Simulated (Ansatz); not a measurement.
`[SiH3]O[SiH2][GeH3]` → `O[SiH2][GeH3]` + `[SiH2]` at 600 K and 1 bar (silylene loss).

Gas-phase electronic energies from Ansatz, PBE0-D4/def2-TZVP geometries. CCSD(T)/CBS adds triple-zeta CCSD(T) − MP2 to the extrapolated MP2 energy (def2 sets, frozen cores). This one scheme is used for every species. For Ge outer-core shells are correlated without core-valence functions, which leaves a few kJ/mol of doubt a bond. Scalar relativity is left out up to krypton. One conformer a species, not always the lowest.

| species | CCSD(T)/CBS energy (Eh) | H − E (kJ/mol) | S (J/(mol·K)) |
| --- | --- | --- | --- |
| `[SiH3]O[SiH2][GeH3]` | -2734.32644 | 259.6 | 525.7 |
| `O[SiH2][GeH3]` | -2444.00682 | 198.9 | 418.9 |
| `[SiH2]` | -290.19011 | 52.1 | 233.9 |

H − E and S are ideal-gas, rigid-rotor, harmonic terms from PBE0-D4/def2-TZVP, for one conformer and one mirror image of each species. 1 Eh = 2625.50 kJ/mol, R = 8.31446 J/(mol·K).

Q: By hand: ΔE, ΔH, ΔS and ΔG.

A: ΔE = (-2444.00682) + (-290.19011) − (-2734.32644) = 0.12951 Eh = 340.0 kJ/mol. Δ(H − E) = 198.9 + 52.1 − 259.6 = -8.6, so ΔH = 331.4 kJ/mol. ΔS = 418.9 + 233.9 − 525.7 = 127.1 J/(mol·K). ΔG = 331.4 − 600 × (127.1)/1000 = 255.1 kJ/mol.

Q: By hand: the equilibrium constant, and the temperature at which ΔG would vanish if ΔH and ΔS stayed fixed.

A: log₁₀ K = −ΔG/(RT ln 10) = -22.2. ΔG = 0 at ΔH/ΔS = 2607 K, far beyond where these terms or the molecules hold.

The number of gas molecules changes by +1, which sets the sign of ΔS. A doubt of 5 kJ/mol in ΔE shifts log₁₀ K by 0.4 here. Other conformers and mirror images would add mixing entropy, several J/(mol·K) or more a flexible species. Modes under 60 cm⁻¹, often nearly free rotors, make the harmonic entropy too high. These are equilibria of isolated gas molecules and say nothing of rates. Largest T1 diagnostic: 0.014 (customary marks: 0.02 for closed shells, 0.045 for open ones).
